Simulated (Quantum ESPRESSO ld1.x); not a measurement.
Question: These are the eigenvalues of the occupied orbitals of an atom or ion with whole-number occupations (hartree). Method: Dirac Kohn-Sham, PBE, spin-unpolarised, spherical densities, point nucleus; computed with ld1.x of Quantum ESPRESSO 7.5.

1s1/2: -587.252
2s1/2: -81.0348
2p1/2: -73.9075
2p3/2: -71.3929
3s1/2: -14.0083
3p1/2: -11.4189
3p3/2: -11.0326
3d3/2: -6.48814
3d5/2: -6.42054
4s1/2: -3.08795
4p1/2: -2.40632
4p3/2: -2.35499

Which element is it, and in what charge state? The configuration may be excited. Open shells, if any, fill j = l - 1/2 first.

Answer: Z = 38, strontium, charge +4: Sr4+ in [Ar] 3d10 4s2 4p4. The list shows which subshells hold electrons but not how many an open one holds; the 1s level, -587.25 hartree, gives Z - s = 34.3 by -(Z - s)^2/2, which with screening and relativity narrows Z to a few neighbours, and the depths of the outer levels then fix element, charge and occupations together.
